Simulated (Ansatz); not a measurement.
Ge(F)3(OH) (F₃GeHO), SMILES [F][Ge]([F])([OH])[F].

Geometry optimised at PBE0-D3(BJ)/def2-SVP. Other conformers were not sampled.

Two levels are set side by side: PBE/def2-SVPD (Ansatz, an electronic-structure program) and CAM-B3LYP/def2-SVPD (Ansatz). Energy differences of separate SCF runs at the same geometry; the states with an electron removed or added have multiplicity 2 and 2. Differences are taken from unrounded values.

```json
[
 {"quantity": "vertical ionisation energy (eV)", "CAM-B3LYP": "13.86"},
 {"quantity": "vertical singlet–triplet gap (eV)", "CAM-B3LYP": "7.31"}
]
```

Q: What does PBE give, and how far is it from CAM-B3LYP? (Estimate from the structure and the level; the computed values follow.)

A: 
```tsv
quantity	PBE	PBE minus CAM-B3LYP
vertical ionisation energy (eV)	13.00	-0.86
vertical singlet–triplet gap (eV)	6.66	-0.65
```
